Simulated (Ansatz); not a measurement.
C2H2F3, SMILES FC[C](F)F, multiplicity 2.

Coordinates come from a B3LYP-D3(BJ)/def2-SVP optimisation. The isomer is the one that the SMILES or the coordinates give; other isomers of the formula were not compared. Other conformers were not sampled.

Two levels are set side by side: PBE/def2-SVPD (Ansatz, a quantum-chemistry and plane-wave program) and PBE0/def2-SVPD (Ansatz). Energy differences of separate SCF runs at the same geometry; the states with an electron removed or added have multiplicity 1 and 1. Differences are taken from unrounded values.

| quantity | PBE0 | PBE | PBE minus PBE0 |
|---|---|---|---|
| vertical ionisation energy (eV) | 10.02 | 9.58 | -0.44 |
